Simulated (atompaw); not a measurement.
**u(r) = r·R(r): atom against pseudo-atom (P (Z = 15))**

Columns: radius, all-electron u(r) and pseudo u(r) of the 3p shell (level -14.22 eV) of phosphorus in the configuration [Ne] 3s2 3p2; PBE, scalar-relativistic, PAW (atompaw) scheme, atompaw 4.2.0.5.

| r (bohr) | all-electron | pseudo |
| --- | --- | --- |
| 0.073 | -0.0936 | 0.0045 |
| 0.146 | -0.2242 | 0.0180 |
| 0.219 | -0.3058 | 0.0399 |
| 0.292 | -0.3283 | 0.0697 |
| 0.365 | -0.3023 | 0.1063 |
| 0.438 | -0.2426 | 0.1487 |
| 0.512 | -0.1607 | 0.1964 |
| 0.585 | -0.0689 | 0.2466 |
| 0.658 | 0.0268 | 0.2987 |
| 0.731 | 0.1214 | 0.3513 |
| 0.804 | 0.2118 | 0.4031 |
| 0.877 | 0.2958 | 0.4531 |
| 0.950 | 0.3723 | 0.5001 |
| 1.023 | 0.4408 | 0.5435 |
| 1.096 | 0.5013 | 0.5826 |
| 1.169 | 0.5539 | 0.6170 |
| 1.242 | 0.5989 | 0.6465 |
| 1.315 | 0.6363 | 0.6712 |
| 1.388 | 0.6667 | 0.6911 |
| 1.462 | 0.6906 | 0.7067 |
| 1.535 | 0.7081 | 0.7178 |
| 1.608 | 0.7198 | 0.7251 |
| 1.681 | 0.7265 | 0.7288 |
| 1.754 | 0.7286 | 0.7294 |
| 1.827 | 0.7267 | 0.7268 |
| 1.900 | 0.7213 | 0.7213 |

Q: How many radial nodes do the two functions have?

A: The all-electron 3p function has n − l − 1 = 1; the pseudo-wave has 0, since the states of the same l below it are removed with the core.

Q: Is the pseudo-wave norm-conserving?

A: No, it belongs to a PAW set: the norm inside the radius is not constrained, and the difference is carried by the augmentation charge.
